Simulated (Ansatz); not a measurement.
C2H4Si, SMILES `C#C[SiH3]` (charge 0, multiplicity 1).

All values below come from frozen-core CCSD(T)/cc-pVDZ // B3LYP-D3(BJ)/def2-TZVP (Ansatz, a first-principles code).

Ansatz 0.2 input:
```yaml
crystal:
  periodic: [false, false, false]
  atoms:
    - { symbol: C, position_ang: [1.936962, -0.312369, -0.00673] }
    - { symbol: C, position_ang: [0.746837, -0.120433, -0.002595] }
    - { symbol: Si, position_ang: [-1.055032, 0.170146, 0.003666] }
    - { symbol: H, position_ang: [2.987233, -0.48175, -0.01038] }
    - { symbol: H, position_ang: [-1.632491, -0.360665, 1.257051] }
    - { symbol: H, position_ang: [-1.317372, 1.622433, -0.087061] }
    - { symbol: H, position_ang: [-1.666137, -0.517361, -1.153953] }
basis:
  gaussian: { orbitals: cc-pVDZ }
correlation:
  method: ccsd_t
```

Output:

```
Functional definition: HF
621 factors; integrals over basis functions are off by at most 1.2e-3 eV
mean field evaluation 1: about -9983.1113 eV, gradient 2.2e1 eV
mean field evaluation 2: about -9983.1161 eV, gradient 2.2e1 eV
mean field evaluation 4: about -9984.8107 eV, gradient 2.2e0 eV
mean field evaluation 8: about -9984.8296 eV, gradient 9.1e-5 eV
mean field evaluation 16: about -9984.8255 eV, gradient 1.6e-1 eV
mean field -9984.82962238 eV, -366.9357206620 hartree, gradient 2.9e-6 eV, S^2 0.000000; 0 other end points of the search recorded, 0 dependent functions left out
7 core orbitals not correlated
reference -9984.82962238 eV, -366.9357206620 hartree; 8, 8 occupied and 51, 51 virtual orbitals, 621 factors
second order -9.60637734 eV of doubles, -0.00000000 eV of singles
cycle   1  -10.10075530 eV  change   -4.9e-1 eV  update   8.5e-2
cycle   2  -10.48870831 eV  change   -3.9e-1 eV  update   2.8e-2
cycle   3  -10.56105079 eV  change   -7.2e-2 eV  update   1.2e-2
cycle   4  -10.56675930 eV  change   -5.7e-3 eV  update   3.7e-3
cycle   5  -10.56776829 eV  change   -1.0e-3 eV  update   9.3e-4
cycle   6  -10.56793207 eV  change   -1.6e-4 eV  update   2.9e-4
cycle   7  -10.56810091 eV  change   -1.7e-4 eV  update   7.1e-5
cycle   8  -10.56813075 eV  change   -3.0e-5 eV  update   2.2e-5
cycle   9  -10.56812913 eV  change    1.6e-6 eV  update   6.6e-6
perturbative correction -0.40084623 eV, -0.0147308272 hartree
Total energy: -9995.79859774 eV, -367.3388230713 hartree
```
